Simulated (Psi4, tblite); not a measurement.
Interaction energy of H4OSi ··· C4H5N (SMILES O[SiH3] and c1cc[nH]c1). Monomers: optimised at B3LYP-D3(BJ) (def2-TZVP), held rigid. Orientation: lowest of the rigid-body minima from ten starts at GFN2-xTB. R is the distance of the centres of mass, along which the second monomer moves.

Levels: GFN2-xTB (tblite); SAPT0/jun-cc-pVDZ, frozen core (Psi4).

Interaction energies in kcal/mol; the last columns give the difference from SAPT0:

```json
[
 {"R / Å": "2.81", "GFN2-xTB": "6.22", "SAPT0/jun-cc-pVDZ": "12.75", "GFN2-xTB − SAPT0/jun-cc-pVDZ": "-6.52"},
 {"R / Å": "2.97", "GFN2-xTB": "-0.36", "SAPT0/jun-cc-pVDZ": "3.58", "GFN2-xTB − SAPT0/jun-cc-pVDZ": "-3.93"},
 {"R / Å": "3.20", "GFN2-xTB": "-4.31", "SAPT0/jun-cc-pVDZ": "-2.82", "GFN2-xTB − SAPT0/jun-cc-pVDZ": "-1.50"},
 {"R / Å": "3.40", "GFN2-xTB": "-5.07", "SAPT0/jun-cc-pVDZ": "-4.90", "GFN2-xTB − SAPT0/jun-cc-pVDZ": "-0.16"},
 {"R / Å": "3.61", "GFN2-xTB": "-4.78", "SAPT0/jun-cc-pVDZ": "-5.44", "GFN2-xTB − SAPT0/jun-cc-pVDZ": "0.66"},
 {"R / Å": "3.78", "GFN2-xTB": "-4.28", "SAPT0/jun-cc-pVDZ": "-5.27", "GFN2-xTB − SAPT0/jun-cc-pVDZ": "1.00"},
 {"R / Å": "4.12", "GFN2-xTB": "-3.23", "SAPT0/jun-cc-pVDZ": "-4.34", "GFN2-xTB − SAPT0/jun-cc-pVDZ": "1.11"},
 {"R / Å": "4.37", "GFN2-xTB": "-2.59", "SAPT0/jun-cc-pVDZ": "-3.58", "GFN2-xTB − SAPT0/jun-cc-pVDZ": "0.98"},
 {"R / Å": "4.89", "GFN2-xTB": "-1.63", "SAPT0/jun-cc-pVDZ": "-2.30", "GFN2-xTB − SAPT0/jun-cc-pVDZ": "0.66"},
 {"R / Å": "5.60", "GFN2-xTB": "-0.88", "SAPT0/jun-cc-pVDZ": "-1.28", "GFN2-xTB − SAPT0/jun-cc-pVDZ": "0.40"},
 {"R / Å": "6.64", "GFN2-xTB": "-0.38", "SAPT0/jun-cc-pVDZ": "-0.60", "GFN2-xTB − SAPT0/jun-cc-pVDZ": "0.22"},
 {"R / Å": "7.88", "GFN2-xTB": "-0.16", "SAPT0/jun-cc-pVDZ": "-0.27", "GFN2-xTB − SAPT0/jun-cc-pVDZ": "0.12"}
]
```

GFN2-xTB is furthest from SAPT0/jun-cc-pVDZ at 2.81 (-6.52 kcal/mol, below); its mean absolute difference over the points is 1.44 kcal/mol.
